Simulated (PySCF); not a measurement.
Al(Cl)(OH)(OSiH3) (AlClH₄O₂Si), SMILES [OH][Al]([Cl])[O][SiH3].

The structure is a stationary point at PBE0-D3(BJ)/def2-SVP. The structure was generated by enumeration; whether it is a known compound was not checked. One conformer was computed; it need not be the lowest.

Level of theory: HF/def2-TZVP run with PySCF.

Symmetry labels are those of the subgroup Cs that the program uses (full group Cs).

**Question.** List the valence orbital energies around the gap with their symmetry. (The exact figures need the calculation; the answer reports its results.)

**Answer.** 
```csv
orbital,symmetry,energy (eV)
HOMO−7,A",-15.33
HOMO−6,A',-14.57
HOMO−5,A',-14.31
HOMO−4,A",-14.06
HOMO−3,A",-12.82
HOMO−2,A',-12.79
HOMO−1,A",-12.52
HOMO,A',-12.43
LUMO,A',2.01
LUMO+1,A",2.77
LUMO+2,A',3.66
LUMO+3,A',4.05
```
